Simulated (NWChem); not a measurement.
# CH$_{5}$AlO$_{2}$S; SMILES C[S][Al]([OH])[OH]

```xyz
10

Al    -0.1263     0.8061     0.0001
O      0.7017     2.3026    -0.0011
H      1.6651     2.3546    -0.0035
O     -1.8370     0.8021     0.0014
H     -2.3124     1.6427     0.0012
S      0.8962    -1.1200     0.0006
C     -0.5387    -2.3007     0.0007
H     -1.4938    -1.7741     0.0048
H     -0.4644    -2.9289     0.8904
H     -0.4692    -2.9239    -0.8929
```
Atoms are numbered in this order, from 1.

Results from NWChem. Pople sets run with spherical d functions. The geometry was optimised at B3LYP/6-31G* (spherical d). GIAO values for the isolated, static molecule; σ is the absolute isotropic shielding, δ = σ(reference) − σ with the isolated reference molecule computed at the same levels (13C: tetramethylsilane, 1H: tetramethylsilane, 17O: water).

| level | σ Al1 (ppm) | δ O2 (ppm) | δ H3 (ppm) | δ H5 (ppm) | σ S6 (ppm) | δ C7 (ppm) | δ H8 (rotor mean) (ppm) |
|---|---|---|---|---|---|---|---|
| B3LYP/6-31G* | 473.4 | 28.7 | 1.57 | 1.42 | 749.4 | 11.5 | 2.09 |
| LDA (Slater exchange, VWN5)/pcSseg-1 | 393.1 | 51.3 | 2.20 | 1.95 | 698.7 | 11.7 | 2.18 |
| PBE/pcSseg-1 | 412.7 | 41.9 | 1.87 | 1.58 | 704.5 | 13.2 | 2.19 |
